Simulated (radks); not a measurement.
Question: These are the eigenvalues of the occupied orbitals of an atom or ion with whole-number occupations (eV). Calculated with a radial shooting solver on a logarithmic mesh with Libxc functionals: Dirac Kohn-Sham, BLYP, spin-unpolarised, spherical densities, finite nucleus; Fermi nuclear charge, rms radius of each element as measured or else 0.836 A^(1/3) + 0.57 fm.

1s1/2: -11006.71
2s1/2: -1418.237
2p1/2: -1266.896
2p3/2: -1235.002
3s1/2: -212.5140
3p1/2: -162.4809
3p3/2: -158.0939
3d3/2: -72.9879
3d5/2: -72.3571
4s1/2: -43.4501

Which element is it, and in what charge state? The configuration may be excited. Open shells, if any, fill j = l - 1/2 first.

Answer: Z = 32, germanium, charge +3: Ge3+ in [Ar] 3d9 4s2. The list shows which subshells hold electrons but not how many an open one holds; the 1s level, -404.49 hartree, gives Z - s = 28.4 by -(Z - s)^2/2, which with screening and relativity narrows Z to a few neighbours, and the depths of the outer levels then fix element, charge and occupations together.
